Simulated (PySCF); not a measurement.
# Exercise with solution: oscillator strength and radiative lifetime

C₅H₄F₂O, SMILES C=C1OC=C(F)[C@H]1F.

Geometry optimised at PBE-D3(BJ)/def2-SVP. The structure was generated by enumeration; whether it is a known compound was not checked. The values are those of a single conformer.

TDA-PBE/def2-SVPD (PySCF) puts the first singlet state with f over 0.02 at 4.18 eV (vertical), with the transition dipole (0.608, 0.551, -0.185) in atomic units.

### Question
Find the oscillator strength, the wavelength and the radiative lifetime that this transition would have in vacuum if emission retraced absorption.

### Answer

|μ|² = 0.7075 au, so |μ| = 2.14 D. ΔE = 4.18/27.211 = 0.1536 hartree. f = (2/3) ΔE |μ|² = 0.072 (the program prints 0.072).
λ = 1239.84/4.18 = 297 nm; ν = 33714 cm⁻¹.
Einstein's coefficient A = 0.6670 ν² f s⁻¹ (ν in cm⁻¹) = 5.5e7 s⁻¹, so τ = 1/A = 18 ns. This state is S1. The figure is the radiative limit of this one transition; relaxation, internal conversion, crossing to triplets and a medium change what is measured.
